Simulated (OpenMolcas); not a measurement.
Co: effect of the IPEA shift

| Item | Value |
| --- | --- |
| Program | OpenMolcas 26.06 |
| Basis | ANO-RCC-VDZP [5s4p2d1f] |
| Scalar Hamiltonian | DKH2, point nucleus |
| Active space | 7 electrons in 5 orbitals (3d) |
| State averaging | 2S+1 = 4 even, 10 roots; 2S+1 = 2 even, 40 roots (35 in the spin-orbit step) |
| Spin-orbit coupling | state interaction with AMFI integrals over the reference wave functions, term energies averaged over their components |

Methods on the same reference wave functions:
A. CASSCF
B. SS-CASPT2, IPEA 0.25 Eh, imaginary shift 0.1 Eh (closed shells correlated: 3s 3p 4s)
C. SS-CASPT2, IPEA 0.5 Eh, imaginary shift 0.1 Eh (closed shells correlated: 3s 3p 4s)

Energies in eV above 3d7 4s2 4F 9/2, the measured ground level; measured values from NIST Handbook of Basic Atomic Spectroscopic Data.

```csv
Level,A,B,C,Measured
3d7 4s2 4F 9/2,0.0000,0.0000,0.0000,0.0000
3d7 4s2 4F 7/2,0.1027,0.1032,0.1031,0.1012
3d7 4s2 4F 5/2,0.1787,0.1788,0.1787,0.1744
3d7 4s2 4F 3/2,0.2310,0.2305,0.2304,0.2243
3d7 4s2 2G 9/2,2.3053,2.031,2.085,
3d7 4s2 4P 5/2,2.3171,1.963,1.993,1.7104
3d7 4s2 4P 3/2,2.3513,1.998,2.029,1.7403
3d7 4s2 4P 1/2,2.3987,2.045,2.076,1.7853
3d7 4s2 2G 7/2,2.4028,2.128,2.183,
3d7 4s2 2P 3/2 [72 %],3.0500,2.682,2.721,
3d7 4s2 2H 11/2,3.0660,2.750,2.791,
3d7 4s2 2P 1/2,3.1518,2.814,2.855,
3d7 4s2 2H 9/2,3.1520,2.837,2.878,
3d7 4s2 2D 5/2,3.3192,2.813,2.849,
3d7 4s2 2D 3/2 [74 %],3.4714,2.995,3.032,
3d7 4s2 2F 5/2,5.3130,4.629,4.696,
3d7 4s2 2F 7/2,5.3524,4.668,4.735,
```

Deviations, from unrounded energies. A percentage is the sum of absolute deviations over the sum of measured energies, with the sign that they share, or ± where signs differ.

```
                        Against measurement  Levels      A      B      C
             mean absolute deviation (cm-1)       6   2500   1100   1200
      fine structure of the ground term (%)       3   +2.5   +2.5   +2.5
other terms of the ground configuration (%)       3  +35.0  +14.7  +16.5
```

B lies closest to measurement on these levels and A furthest from it. The largest miss of B in the table is 3d7 4s2 4P 1/2, by +2100 cm-1. The ranking rests on the paired levels alone, and a cruder setting can come out closer through cancelling errors.

Between B and C the level of the table that moves most is 3d7 4s2 2F 5/2, by 540 cm-1 (lowest in B, highest in C). Moves below CASPT2's spread within the term are not significant.

The mean deviations of B to C differ by less than CASPT2's widest spread within a term (1000 cm-1), so their order carries little weight.

From A to B the spin-free energies of the other terms of 3d7 4s2 shown, above 4F, scale by factors of 0.84 to 0.89, as is usual when dynamic correlation screens the repulsion within a d or f shell.

The lowest spin-free term lies below A's lowest term by 0.449 hartree in B, 0.439 hartree in C.

CASPT2 does not keep the components of a term degenerate, so their means are used; among the terms shown or strongly mixed into the levels shown the widest spread is 1000 cm-1 (3d7 4s2 2H, B). Some high roots are left out of the spin-orbit mixing, which shifts the levels that they would mix with. With the s shell closed, the reference lacks s² → p², s² → d² and s → d mixing, so excited terms can stand far too high and out of order, with CASPT2 too. Without dynamic correlation excited terms often stand tens of per cent too high (terms of higher spin than the ground term too low), and those without a measured partner can miss by more than the paired ones (holds for A). The CASPT2 spread within a term exceeds the gap to the next term for 3d7 4s2 2P and 3d7 4s2 2H, 3d7 4s2 2H and 3d7 4s2 2D, so the order of their levels is uncertain (holds for B; C). Some terms miss by over 15 % even with CASPT2, which points to a basis or an active space too small for the shells correlated (holds for C). Measured partners are found by configuration, term and J. A level has none where our copy of the source lacks it or the pairing is in doubt (some pairs that miss far off the trend of their configuration count as doubtful), and it then counts in no deviation. Levels of configurations outside the active space are missing.

A share in square brackets marks a mixed level and gives the weight of the term that names it, the lowest over the columns.
